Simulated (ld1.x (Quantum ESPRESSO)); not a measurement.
## strontium (Sr): variants of one ultrasoft potential

Base potential:

ld1.x (Quantum ESPRESSO) 7.5 input, shortened:

```
&input
   title='Sr', zed=38., rel=1, dft='PBE', iswitch=3,
   config='[Kr] 4d0 5s0 5p0'
 /
 &inputp
   pseudotype=3, tm=.true., lloc=-1, rcloc=2.00,
   nlcc=.true., rcore=0.95,
   which_augfun='PSQ', rmatch_augfun_nc=.true.
 /
6
4S  1  0   2.00   0.00  1.85  2.30  0.0
5S  2  0   0.00   0.00  1.85  2.30  0.0
4P  2  1   6.00   0.00  2.00  2.15  0.0
5P  3  1   0.00   0.00  2.00  2.15  0.0
4D  3  2   0.00   0.00  1.75  2.05  0.0
4D  3  2   0.00   0.25  1.75  2.05  0.0
 &test
   configts(1)='4s2 4p6 4d0 5s0 5p0'
 /
```

Cutoffs, loose and tight: the cutoffs (Ry, on a coarse ladder) from which the occupation-weighted sum of valence levels, in a spherical-Bessel basis at the reference potential, stays within 10 and 1 mRy of its value at 400 Ry. They do not see the model core or the augmentation charge, which bear on the density cutoff. Test errors are all-electron minus pseudo excitation energies from the reference, over the configurations 4s2 4p6 4d0 5s2 5p0; 4s2 4p6 4d0 5s1 5p0; 4s2 4p6 4d0 5s1.5 5p0; 4s2 4p6 4d0.5 5s1.5 5p0; 4s2 4p5 4d0 5s2 5p0; 4s2 4p6 4d1 5s1 5p0; 4s2 4p6 4d0 5s0 5p1. A dash means not determined; rows that change the core or the reference have their own tests. The largest error is taken over the tests solved by every variant that gives reliable tests at all: 4s2 4p6 4d0 5s1 5p0; 4s2 4p6 4d0 5s1.5 5p0; 4s2 4p6 4d0 5s2 5p0; 4s2 4p6 4d0.5 5s1.5 5p0.

A true bound ghost makes a file unfit for plane-wave use even where its test errors are small: the radial tests pick states by their node count and pass the ghost by.

Cutoffs are not given where the Bessel-basis levels miss the radial ones by over 6 mRy, ghosts where they miss by over 20 mRy; a channel whose overlap is not positive is not tested.

A file whose overlap is not positive is unfit for use, and its test errors describe a broken file.

```csv
change,outcome,"cutoff, loose","cutoff, tight",bound ghosts,largest test error (meV)
base,"generated, overlap not positive",–,–,not determined (overlap not positive),-1.4
local potential all-electron potential smoothed inside 1.55 bohr (lloc = -1),generated,18 Ry,30 Ry,none,-1.3
"waves 4d (bound): rcut 1.75, rcutus 2.62 bohr; 4d channel at 0.25 Ry: rcut 1.75, rcutus 2.62 bohr","generated, overlap not positive",–,–,not determined (overlap not positive),-1.4
reference 4s2 4p6 4d0 5s2 5p0,failed: find_q: problem finding q,–,–,–,–
"waves 4s (bound): rcut 1.70, rcutus 1.80 bohr; 5s (bound): rcut 1.70, rcutus 1.80 bohr","generated, overlap not positive",–,–,not determined (overlap not positive),-1.2
local potential all-electron potential smoothed inside 2.16 bohr (lloc = -1),"generated, overlap not positive",–,–,not determined (overlap not positive),-1.4
type TM; waves now 4p (bound): rc 2.15 bohr; 4d (bound): rc 2.05 bohr; 4s (bound): rc 2.30 bohr; local potential the s channel,generated,18 Ry,35 Ry,d,+1455
"wave 4d channel at 0.25 Ry: rcut 1.75, rcutus 2.05 bohr becomes 4d channel at -0.83 Ry: rcut 1.75, rcutus 2.05 bohr","generated, overlap not positive",–,–,not determined (overlap not positive),-1.4
```

Q: What comes out with this change to the base: core [Kr], valence charge 2; reference 4d0 5s0.5 5p0; waves now 5s (bound): rcut 2.05, rcutus 2.60 bohr; 5s channel at 0.2 Ry: rcut 2.05, rcutus 2.60 bohr; 5p (bound): rcut 3.00, rcutus 3.90 bohr; 5p channel at 0.15 Ry: rcut 3.00, rcutus 3.90 bohr; 4d (bound): rcut 2.50, rcutus 3.15 bohr; 4d channel at 0.25 Ry: rcut 2.50, rcutus 3.15 bohr; local potential all-electron potential smoothed inside 3.30 bohr (lloc = -1); core correction Bessel-smoothed model core, default radius (core density twice the valence density)?

A: outcome: failed: run_pseudo: Errors in PS-KS equation. Cause: the pseudo-atom solver did not find the valence states with the expected number of nodes, which is the usual sign of a ghost state.
